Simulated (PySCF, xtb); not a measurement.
H8LiO4, SMILES [OH2]->[Li+](<-[OH2])(<-[OH2])<-[OH2] (connectivity only; charge and spin as stated), charge +1, multiplicity 1.

GFN2-xTB (xtb) at its own geometry gives an orbital gap of 9.58 eV.

The structure is a stationary point at B3LYP-D3(BJ)/def2-SVP. The isomer is the one that the SMILES or the coordinates give; other isomers of the formula were not compared.

**Question.** What does PySCF with ωB97X/def2-TZVP give? (The exact figures need the calculation; the answer reports its results.)

**Answer.** gap 14.10 eV (levels -16.37 and -2.27 eV).
